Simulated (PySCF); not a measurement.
Point groups of optimised structures. Theory: B3LYP/def2-SVPD in PySCF (dipole) on a GFN2-xTB geometry, gas phase. The symmetry is that of the one conformer found, every atom within 0.08 Å of its image; none is proved a minimum here.

Problem. What symmetry has `[CH3:1][CH2:2][C:3]1=[CH:4][P@@H:5]1=[O:6]` with C1–C2–C3–C4 -139°?

Solution. C1; near-prolate asymmetric top; symmetry number 1; this conformer is chiral (no improper operation); dipole 4.63 D; A, B, C = 6118, 1760, 1540 MHz.

Problem. What symmetry has `[CH3:1]/[CH:2]=[CH:3]/[C:4]#[N:5]` with H–C1–C2–C3 0° (nearest H)?

Solution. Cs; near-prolate asymmetric top; symmetry number 1; 2 operations, which sort the 10 atoms into 9 sets; dipole 4.78 D, in the ab plane, which is the mirror; A, B, C = 38716, 2338, 2236 MHz; heavy atoms equivalent by symmetry: none.

Problem. Point group, rotor type and polarity of `[NH2:1][SiH2:2][C@H:3]([SiH3:4])[SiH2:5][Cl:6]` with H–N1–Si2–C3 173° and -50°, N1–Si2–C3–Si4 61°, Si2–C3–Si5–Cl6 -64°?

Solution. C1; asymmetric top; symmetry number 1; this conformer is chiral (no improper operation); dipole 2.15 D; A, B, C = 1805, 962.5, 724.2 MHz.

Problem. What symmetry has `[cH:1]1[cH:2][cH:3][nH:4][cH:5]1`?

Solution. C2v; asymmetric top; symmetry number 2; 4 operations, which sort the 10 atoms into 6 sets; dipole 1.88 D, along a, the twofold axis; A, B, C = 9383, 9122, 4625 MHz; heavy atoms equivalent by symmetry: C1/C2, C3/C5.
